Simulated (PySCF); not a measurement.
Species: C5H10OSi2.
Bonds: O1–C2 (double), C2–C3, C3–C4, C4–C5 (double), C5–Si6, Si6–Si7, C5–C8, C2–C8. Hydrogens: H9, H10 on C3; H11 on C4; H12, H13 on Si6; H14, H15, H16 on Si7; H17, H18 on C8.

NICS is the negative of the GIAO shielding at a point without a nucleus: at the ring centre (0) and 1 Å above and below it (1); zz is the component along the ring normal. Level: GIAO PBE0/pcSseg-1 (PySCF, non-relativistic, gas phase) on the GFN2-xTB geometry, one conformer.

Ring bond lengths (Å), with Mayer bond orders in brackets: C2–C3 1.517 (0.99), C3–C4 1.494 (1.03), C4–C5 1.331 (1.85), C5–C8 1.502 (1.00), C8–C2 1.517 (0.98).

Task: Give the NICS values of each ring in ppm.

Result: 
| ring | type | NICS(0) | NICS(1), two faces | NICS(1)zz, two faces | rms pucker (Å) | centre to ring atoms, mean (Å) |
| --- | --- | --- | --- | --- | --- | --- |
| C2–C3–C4–C5–C8 | 5-membered carbocycle; formal bonds 1 double, 4 single | 4.9 | -1.7 / -1.8 | -2.0 / -1.9 | 0.00 | 1.25 |

Task: What do they say, and how far can they be read as aromaticity?

Result: 
- C2–C3–C4–C5–C8: mean NICS(1)zz -1.9 ppm, near zero. C3, C8 have four or more neighbours, so the value isn't read as a sign of a π ring current. NICS(0) lies 7 ppm above the mean NICS(1).

Task: How shielded are the nuclei of the rings and their hydrogens (means over atoms taken as equivalent)?

Result: 
```csv
atoms,environment,σ isotropic (ppm),"principal values of the symmetric part, first atom (ppm)"
C2,ketone carbonyl carbon,-34.3,"-107.7, -59.8, 64.5"
C3,sp3 carbon next to a carbonyl,139.0,"130.6, 132.3, 154.1"
C4,alkene CH carbon,36.7,"-79.9, 53.5, 136.4"
C5,fully substituted alkene carbon,44.3,"-66.4, 41.9, 157.5"
C8,sp3 carbon next to a carbonyl,137.0,"126.6, 127.6, 156.9"
H9 (×2),methylene hydrogen,28.74,"25.5, 27.2, 33.5"
H11,vinylic hydrogen,24.99,"22.8, 23.7, 28.5"
H17 (×2),methylene hydrogen,28.80,"25.3, 28.3, 32.7"
```

Shape of the structure used: `[O:1]=[C:2]1[CH2:3][CH:4]=[C:5]([SiH2:6][SiH3:7])[CH2:8]1`: C4–C5–Si6–Si7 -119°.
